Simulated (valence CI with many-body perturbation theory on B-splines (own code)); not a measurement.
**Se¹¹⁺: input, log and results**

Computed by relativistic CI+MBPT: five valence electrons over a frozen Dirac-Fock core [Ar], radial functions for each j: 3 s, 3 p, 2 d, 2 f, with the one-electron correlation potential Σ1 (screened to all orders), the two-electron term Σ2, the three-electron term Σ3, Breit, model QED; selected single and double excitations, second order for the rest, scaled by the run's own slope (own B-spline code, finite nucleus).

Command, and the settings that its task file holds:

```sh
python run_cv.py task.json out
```

```
atom Se  Z=34  mass_number=80  rms_radius_fm=4.1400
core [Ar]
valence 3d5
avg = 1
basis = S
breit = 1
cap = 10000
capref = 1200
cscale = 1
de = 0.0
dress = 0
eps = 2e-08
extrap = 1
h = 0.27
hh = 1
l2 = 3
lcore = 6
maxit = 60
n2 = 5
natural = 1
nlev = 20
nno = [0, 0, 0, 0, 0]
nroot = 26
nsp = [3, 3, 2, 2, 0]
pt2 = 1
qed = 1
rpa = 1
s1 = 1
s2 = 1
s3 = 1
screen = 1
tol = 2e-05
whole = 1
```

It took 13 s on 1 thread of Arm Neoverse V2, on a shared host.

Log. The first blocks belong to the next ion, which gives the ionisation energy. Fields: 2J, parity (1 odd), roots, reference size, generating configurations, candidates as configurations/state functions, variational space P, stored matrix elements, Davidson steps; e2 is the range of second-order energies in hartree. The first line gives the box (bohr), its intervals, the orbitals and the steps of their self-consistent field. Window is the range of levels sought, series limit the energy at which the first omitted orbital would enter, core excitation an estimate of the first excitation out of the core, left out the lowest levels not solved, and shifts from estimates the range by which levels moved from their first estimate, all in cm⁻¹.

```
rmax 9.6 intervals 62 orbitals 17 references ['3d5', '3d4 4s', '3d4 4p'] scf 6 t 0.9
2J=0 par=0 roots 2 ref 17 generators 7 cand 143/233 P 156/250 nnz 0 it 0
2J=0 par=0 roots 2 ref 17 generators 8 cand 68/168 P 224/418 nnz 0 it 0
   second order: generators 11 cand 344/691 e2 -0.00000 -0.00000
2J=2 par=0 roots 2 ref 36 generators 4 cand 142/529 P 157/565 nnz 0 it 0
2J=2 par=0 roots 2 ref 36 generators 9 cand 56/388 P 213/953 nnz 0 it 0
   second order: generators 11 cand 391/1974 e2 -0.00000 -0.00000
2J=4 par=0 roots 2 ref 51 generators 6 cand 142/740 P 158/791 nnz 0 it 0
2J=4 par=0 roots 2 ref 51 generators 8 cand 36/252 P 194/1043 nnz 0 it 0
   second order: generators 11 cand 310/2532 e2 -0.00001 -0.00000
reference levels 556, estimated 31, window 119796 1/cm; series limit 2005764, core excitation 730214
2J=5 par=0 roots 8 ref 81 generators 5 cand 18/82 P 204/1791 nnz 0 it 3
2J=5 par=0 roots 8 ref 81 generators 5 cand 16/206 P 220/1997 nnz 0 it 3
   second order: generators 12 cand 964/21426 e2 -0.00002 -0.00002
2J=11 par=0 roots 3 ref 35 generators 3 cand 13/50 P 155/1043 nnz 0 it 0
2J=11 par=0 roots 3 ref 35 generators 3 cand 15/143 P 170/1186 nnz 0 it 0
   second order: generators 8 cand 728/12867 e2 -0.00002 -0.00002
2J=7 par=0 roots 5 ref 72 generators 3 cand 38/252 P 189/1730 nnz 0 it 4
2J=7 par=0 roots 5 ref 72 generators 3 cand 16/212 P 205/1942 nnz 0 it 6
   second order: generators 12 cand 928/20451 e2 -0.00002 -0.00002
2J=9 par=0 roots 4 ref 56 generators 3 cand 35/185 P 179/1450 nnz 0 it 3
2J=9 par=0 roots 4 ref 56 generators 3 cand 16/187 P 195/1637 nnz 0 it 4
   second order: generators 9 cand 748/16379 e2 -0.00002 -0.00002
2J=3 par=0 roots 5 ref 67 generators 3 cand 20/74 P 208/1490 nnz 0 it 3
2J=3 par=0 roots 5 ref 67 generators 3 cand 16/164 P 224/1654 nnz 0 it 3
   second order: generators 10 cand 935/16031 e2 -0.00002 -0.00002
2J=1 par=0 roots 3 ref 39 generators 3 cand 16/42 P 198/852 nnz 0 it 0
2J=1 par=0 roots 3 ref 39 generators 3 cand 30/182 P 228/1034 nnz 0 it 0
   second order: generators 8 cand 915/8864 e2 -0.00002 -0.00002
2J=13 par=0 roots 1 ref 18 generators 1 cand 24/50 P 126/672 nnz 0 it 0
2J=13 par=0 roots 1 ref 18 generators 1 cand 13/94 P 139/766 nnz 0 it 0
   second order: generators 3 cand 633/8793 e2 -0.00002 -0.00002
left out: unestimated 182047, estimated 135300, shifts from estimates -121 to 0
operators 0.8
```

The Davidson iterations converged. The settings are bad on purpose, so the numbers may not be properties of the ion.

No measured levels were compared; by estimate terms of the open shell hold to 2 to 4 % of their energy, and close levels can change places. Only levels of the ground parity were solved; by the run's estimate the other parity begins above the list, which can be wrong where configurations are misplaced.

```
Valence energy                            : -78.73462 hartree
Ionisation energy                         : 342.26 eV (NIST: 342.9 ± 2.5 eV (theoretical))
Reference configurations for the orbitals : 3d5, 3d4 4s, 3d4 4p
Radial orbitals                           : 17
Box radius                                : 9.551 bohr
Largest variational space                 : 1997
Lowest levels                             : 3d⁵ ⁶S_5/2 0.0, 3d⁵ ⁴G_5/2 68867, 3d⁵ ⁴G_11/2 69218, 3d⁵ ⁴G_7/2 69473, 3d⁵ ⁴G_9/2 69716, 3d⁵ ⁴P_5/2 75990, 3d⁵ ⁴P_3/2 77532, 3d⁵ ⁴P_1/2 79338, 3d⁵ ⁴D_7/2 84396, 3d⁵ ⁴D_1/2 86764, 3d⁵ ⁴D_5/2 87915, 3d⁵ ⁴D_3/2 88123, 3d⁵ ²I_11/2 99574, 3d⁵ ²I_13/2 100750 cm⁻¹
```

Names give the largest LS component (configuration and term), which can be under half, so a name can repeat, a term be missing and a line seem to break the LS rules; names also repeat where a configuration has a term twice.
